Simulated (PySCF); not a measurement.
C3H8NO, SMILES C[NH+](C)C=O, charge +1.

Coordinates come from a PBE0-D3(BJ)/def2-SVP optimisation. The isomer is the one that the SMILES or the coordinates give; other isomers of the formula were not compared. Other conformers were not sampled.

Two levels are set side by side: PBE/def2-TZVP (PySCF) and B3LYP/def2-TZVP (PySCF). Same geometry, gas phase. Differences are taken from unrounded values.

```json
[
 {"quantity": "orbital gap (eV)", "B3LYP": "7.03"},
 {"quantity": "highest occupied level (eV)", "B3LYP": "-14.01"},
 {"quantity": "lowest empty level (eV)", "B3LYP": "-6.98"},
 {"quantity": "mean polarisability (bohr³)", "B3LYP": "43.3"}
]
```

Problem. What does PBE give, and how far is it from B3LYP? (The exact figures need the calculation; the answer reports its results.)

Solution. 
```csv
quantity,PBE,PBE minus B3LYP
orbital gap (eV),4.70,-2.34
highest occupied level (eV),-12.64,1.37
lowest empty level (eV),-7.95,-0.97
mean polarisability (bohr³),44.2,1.0
```

PBE's occupied levels lie high since its potential decays too fast outside the molecule; exact exchange lowers them and widens the gap. Differences between two approximate levels are no errors against the true value.

Rough cost on one machine, each run with all the roots and properties that it gave: B3LYP against PBE within a factor of 2.
